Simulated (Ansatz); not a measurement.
Ideal-gas functions of `O/C=[N]/[ZnH]` at 500 K and 1 bar, from an Ansatz frequency run at PBE0-D4/def2-TZVP.

Molar mass 110.43 g/mol, point group Cs (symmetry number 1), electronic degeneracy 1, moments of inertia 6.927, 278.331, 285.257 u Å². Harmonic wavenumbers (cm⁻¹, unscaled): 131, 141, 393, 488, 493, 671, 734, 1013, 1146, 1291, 1405, 1775, 1966, 3054, 3756.

Use S(trans) = R[1.5 ln M + 2.5 ln T − 1.1517]; rotational temperatures θ = 24.2544 K / I; S(rot) = R[ln(√π/σ · √(T³/θAθBθC)) + 1.5]; for each mode x = 1.438777 ν̃/T, S = R[x/(eˣ − 1) − ln(1 − e⁻ˣ)] and H = RT x/(eˣ − 1); 1 cm⁻¹ = 0.0119627 kJ/mol; R = 8.31446 J/(mol·K).

Question: By hand: the entropy, in J/(mol·K).

Answer: Translation 178.3. Rotation: θ = 3.5014, 0.0871, 0.085 K, giving 109.9. Vibration, mode by mode: 16.48, 15.87, 7.72, 6.14, 6.07, 4.03, 3.49, 1.85, 1.37, 0.98, 0.75, 0.31, 0.19, 0.01, 0.00, in all 65.3. Electronic 0.0. Sum 353.5 J/(mol·K).

Question: By hand: H − E and G − E in kJ/mol, counted from the electronic energy.

Answer: Zero-point energy ½ × 18457 × 0.0119627 = 110.4; thermal vibration 17.5; translation, rotation and pV give 4 RT = 16.6. H − E = 144.5 kJ/mol, and G − E = 144.5 − 500 × 353.5/1000 = -32.2 kJ/mol.

Vibration gives 18 % of the entropy, 32.3 J/(mol·K) of it from the modes under 150 cm⁻¹: soft modes count most, and the harmonic formula is weakest for them. The sum counts one conformer and one mirror image; others add a mixing term.
